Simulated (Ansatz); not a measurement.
The cluster TeSe2 (the lowest singlet isomer of a short search) was relaxed with B3LYP-D4 (def2-TZVP) in Ansatz in these states: neutral quintet, neutral singlet, neutral triplet. The geometries follow in no particular order.

In the def2 sets Te takes a core potential; there is no spin–orbit coupling.

A:

Cartesian coordinates in Å:
```
Se -1.409 -0.360 0.153
Se 0.259 1.231 -0.745
Te 1.150 -0.871 0.592
```

B:

```xyz
3

Se    0.6764    0.5563   -1.1106
Se    0.7468   -0.0549    1.1999
Te   -1.4232   -0.5015   -0.0893
```

C:

```xyz
3

Se   -1.367    0.849    0.310
Se    0.267   -1.564    0.409
Te    1.099    0.715   -0.720
```

Judge from the bond lengths which geometry belongs to which state (an estimate).

A is the neutral triplet (Se1–Se2 2.474 Å, Se1–Te3 2.646 Å, Se2–Te3 2.646 Å); B is the neutral singlet (Se1–Se2 2.391 Å, Se1–Te3 2.563 Å, Se2–Te3 2.563 Å); C is the neutral quintet (Se1–Se2 2.916 Å, Se1–Te3 2.676 Å, Se2–Te3 2.676 Å).
